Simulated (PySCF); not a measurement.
Identify the unknown among the candidates.

All candidates are C6H12N (charge +1).

| technique | computed result |
| --- | --- |
| UV, first state | lowest singlet excitation: 6.44 eV (193 nm, f = 0.002) [TDDFT PBE0/def2-SVPD] |
| 1H NMR | chemical shifts (computed TMS as zero) by class: 4.10 (3 H), 3.13 (2 H), 2.18 (2 H), 1.93 (2 H), 1.22 (3 H) ppm [GIAO PBE0/pcSseg-1] |
| Polarisability | 78.2 au [PBE0/def2-SVPD] |
| 13C NMR | chemical shifts (computed TMS as zero) by class: 123.4 (1 C), 34.2 (1 C), 26.9 (1 C), 24.8 (1 C), 13.1 (1 C), 12.3 (1 C) ppm [GIAO PBE0/pcSseg-1] |
| Rotational structure | rotational constants A, B, C: 10.051, 0.890, 0.869 GHz [GFN2-xTB] |
| Triplet | lowest triplet excitation (Tamm–Dancoff): 5.98 eV [TDA PBE0/def2-SVPD] |

Electronic properties: PySCF, gas phase, density fitting. Levels stand in brackets. Isolated species at its GFN2-xTB geometry (one conformer only). NMR values are class means; diastereotopic atoms form classes of their own.

**Question.** Which candidate is it?
A. `CCCCC#[N+]C`
B. `C#CC[N+](C)(C)C`
C. `C=CC[NH+]1CCC1`
D. `CCC#CC[NH2+]C`

**Answer.** A. It is `CCCCC#[N+]C`. Numbering: `[CH3:1][CH2:2][CH2:3][CH2:4][C:5]#[N+:6][CH3:7]`. 6 carbons fall into 6 classes; from least to most shielded: triply bonded carbon [C5] (123.4 ppm), chain CH2 carbon [C3] (34.2 ppm), chain CH2 carbon [C2] (26.9 ppm), N-methyl carbon [C7] (24.8 ppm), methyl carbon [C1] (13.1 ppm), chain CH2 carbon [C4] (12.3 ppm). Hydrogen classes from least to most shielded: 3 H on an N-methyl carbon, C7 (4.10 ppm), 2 H on a chain CH2 carbon, C4 (3.13 ppm, a mean of values up to 0.7 ppm apart in this geometry), 2 H on a chain CH2 carbon, C3 (2.18 ppm, a mean of values up to 0.5 ppm apart in this geometry), 2 H on a chain CH2 carbon, C2 (1.93 ppm, a mean of values up to 0.8 ppm apart in this geometry), 3 H on a methyl carbon, C1 (1.22 ppm, a mean of values up to 1.0 ppm apart in this geometry). The optimised geometry has point group C1 and is an asymmetric top.

The others, at the same levels:
- `CCC#CC[NH2+]C` fails: its computed 13C shifts are 115.1 (1 C), 67.7 (1 C), 47.1 (1 C), 35.8 (1 C), 14.9 (1 C), 14.8 (1 C) ppm, 1H shifts are 4.64 (2 H), 4.36 (2 H), 3.32 (3 H), 2.60 (2 H), 1.50 (3 H) ppm and rotational constant A is 12.812 GHz (against 10.051 GHz).
- `C#CC[N+](C)(C)C` fails: it has 4 carbon classes against 6; its computed 13C shifts are 98.1 (1 C), 71.9 (1 C), 58.6 (1 C), 52.6 (3 C) ppm, 1H shifts are 4.06 (2 H), 3.24 (9 H), 2.99 (1 H) ppm and rotational constant A is 4.677 GHz (against 10.051 GHz).
- `C=CC[NH+]1CCC1` fails: it has 5 carbon classes against 6; its computed 13C shifts are 142.4 (1 C), 127.5 (1 C), 65.0 (1 C), 57.0 (2 C), 16.9 (1 C) ppm, 1H shifts are 6.52 (1 H), 6.42 (1 H), 5.97 (1 H), 4.54 (2 H), 4.48 (1 H), 4.38 (2 H), 3.83 (2 H), 3.07 (1 H), 2.79 (1 H) ppm and rotational constant A is 7.856 GHz (against 10.051 GHz).

Each candidate is one conformer, not necessarily the lowest. Dipoles, sizes and rotational constants follow the conformer. The torsions of the flexible species, by atom-mapped SMILES:
- `[CH3:1][CH2:2][CH2:3][CH2:4][C:5]#[N+:6][CH3:7]`: C1–C2–C3–C4 64°, C2–C3–C4–C5 179°
- `[CH3:1][CH2:2][C:3]#[C:4][CH2:5][NH2+:6][CH3:7]`: C4–C5–N6–C7 180°
- `[CH:1]#[C:2][CH2:3][N+:4]([CH3:5])([CH3:6])[CH3:7]`: C2–C3–N4–C5 180°
- `[CH2:1]=[CH:2][CH2:3][NH+:4]1[CH2:5][CH2:6][CH2:7]1`: C1–C2–C3–N4 123°, C2–C3–N4–C5 73°
